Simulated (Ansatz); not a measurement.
CH4AlFN2, SMILES `N=C[NH][AlH][F]`. The species carries charge 0 and has multiplicity 1.

Z-matrix (Å, degrees):
```
C
N 1 1.388
N 1 1.264 2 128.7
H 1 1.094 2 113.6 3 180.0
Al 2 1.786 1 130.2 3 -0.1
H 2 1.011 1 112.0 3 180.0
H 3 1.021 1 112.5 2 -0.0
F 5 1.646 2 117.8 1 0.0
H 5 1.566 2 120.7 1 -179.9
```

Q: List the harmonic frequencies (cm⁻¹, unscaled) at PBE0-D4/def2-TZVP in Ansatz. (Estimate.)

A: The calculation gave: 110, 121, 176, 269, 481, 583, 603, 646, 714, 865, 873, 1090, 1119, 1221, 1400, 1432, 1737, 2007, 3096, 3472, 3588.

Q: Is this a minimum?

A: Yes, all 21 modes are real.

Q: Give the ideal-gas thermochemistry at 298.15 K and 1 bar (rigid rotor, harmonic oscillator; point group Cs, symmetry number 1).

A: Zero-point energy 153.1 kJ/mol; H(298) − E = 172.2 kJ/mol; entropy 330.5 J/(mol·K), of which translation 165.0, rotation 110.6, vibration 55.0; G(298) − E = 73.7 kJ/mol.

Q: And at 400, 500, 600, 800 and 1000 K?

A: 
```json
{"T (K)": "400", "H − E (kJ/mol)": "182.8", "S (J/mol/K)": "360.9", "G − E (kJ/mol)": "38.4"}
{"T (K)": "500", "H − E (kJ/mol)": "194.7", "S (J/mol/K)": "387.6", "G − E (kJ/mol)": "1.0"}
{"T (K)": "600", "H − E (kJ/mol)": "208.0", "S (J/mol/K)": "411.7", "G − E (kJ/mol)": "-39.0"}
{"T (K)": "800", "H − E (kJ/mol)": "237.3", "S (J/mol/K)": "453.7", "G − E (kJ/mol)": "-125.7"}
{"T (K)": "1000", "H − E (kJ/mol)": "269.4", "S (J/mol/K)": "489.5", "G − E (kJ/mol)": "-220.1"}
```

Q: Rotational constants (cm⁻¹)?

A: 0.2442, 0.09452, 0.06814.
